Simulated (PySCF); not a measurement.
# Radiative rates from a computed spectrum

Compound: C₃H₅ClF₂O₂S.
Numbering: `[CH3:1][C@@H:2]([F:3])[C@H:4]([F:5])[S:6](=[O:7])(=[O:8])[Cl:9]` (hydrogens: H10, H11, H12 on C1; H13 on C2; H14 on C4)

Method used: TDDFT PBE0/def2-SVPD, vertical, gas phase, core orbitals frozen in the response in PySCF 2.14.0, density-fitted response routines. Isolated species at its GFN2-xTB geometry (one conformer only). Torsions of this conformer, `[CH3:1][C@@H:2]([F:3])[C@H:4]([F:5])[S:6](=[O:7])(=[O:8])[Cl:9]`: C1–C2–C4–F5 162°, C2–C4–S6–O7 47°.

A / s⁻¹ = 0.6670 f (ν̃ / cm⁻¹)² and τ = 1/A in vacuum; |μ| follows from f = (2/3) ΔE |μ|² (atomic units, 1 au = 2.5417 D); ∫σ dE = 109.76 f Mb·eV.

The rates are for emission to S0 at the absorption energy, with no other channel.

Energies and rates of the computed singlets with f of 0.002 or more:

```tsv
state	E (eV)	A (s⁻¹)
S1	5.92	7.05×10⁶
S2	6.41	1.31×10⁸
S3	6.60	3.48×10⁷
S4	6.71	3.54×10⁷
S6	7.49	2.94×10⁷
S7	7.70	2.34×10⁷
S8	7.80	1.87×10⁸
```

Problem. Go back from the rates to the oscillator strengths and transition dipoles.

Solution. f = A / (0.6670 ν̃²), and |μ| follows from f:

```tsv
state	f	|μ| (D)	τ	main configurations (H = HOMO, L = LUMO)
S1	0.0046	0.45	140 ns	H→L (95%)
S2	0.073	1.74	7.7 ns	H-1→L (81%)
S3	0.018	0.86	29 ns	H-2→L (83%)
S4	0.018	0.84	28 ns	H-3→L (88%)
S6	0.012	0.65	34 ns	H-4→L (93%)
S7	0.0091	0.56	43 ns	H-7→L (80%), H-6→L (9%)
S8	0.071	1.55	5.4 ns	H-6→L (73%), H-7→L (10%)
```

Problem. Suppose S1 emitted 0.3 eV lower with the same transition dipole. How would A change?

Solution. At fixed |μ|, A goes as the cube of the energy: (5.62/5.92)³ = 0.86, which makes τ about 170 ns.

Problem. Which computed singlets stay under f = 0.002?

Solution. S5 (7.46 eV, f 0.0017).

Problem. How much energy does a mole of photons resonant with S8 carry?

Solution. 7.797 eV × 96.485 = 752 kJ/mol (180 kcal/mol).

Cost: about 2.1 min of CPU time on one thread; the machine was shared, so the figure is rough.
